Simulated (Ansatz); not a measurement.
Computed with Ansatz on PBE0-D4/def2-TZVP structures; ΔE is electronic, products minus reactants. CCSD(T)/CBS adds triple-zeta CCSD(T) − MP2 to the extrapolated MP2 energy (def2 sets, frozen cores). This one scheme is used for every species. Functionals use def2-TZVPP. def2 core potentials past Kr. For Br, Sn outer-core shells are correlated without core-valence functions, which leaves a few kJ/mol of doubt a bond. Scalar relativity is left out up to krypton. Each species was taken in one conformer, which may not be the lowest.

Reaction (ligand exchange at the Sn–C bond): `[CH3][Sn][NH2]` + HBr → `[NH2][Sn][Br]` + CH₄

| level | ΔE (eV) |
| --- | --- |
| ωB97X-V | -1.96 |
| SCS-MP2/def2-TZVPP | -1.91 |
| HF/CBS(def2) | -2.12 |
| MP2/CBS(def2) | -2.01 |

**Question.** What does CCSD(T)/CBS give? (An estimate is asked.)

**Answer.** Ansatz gave: -1.94 eV. The listed levels differ from it by -0.02, 0.03, -0.18, -0.07 eV.

Largest T1 diagnostic among the species: 0.016.

At CCSD(T), def2-SVP lies +0.03 eV from the extrapolated value and def2-TZVPP +0.10 eV. Leaving LDA and LC-ωPBE aside and taking each functional with its dispersion term where it has one, the values, not all of them listed here, spread over 0.15 eV, from BHLYP-D4 to revPBE-D4. LDA lies +0.08 eV from PBE without D4. In def2-TZVPP, CCSD(T) changes the Hartree–Fock value by +0.28 eV (the triples alone add +0.02 eV) and MP2 by +0.21 eV.
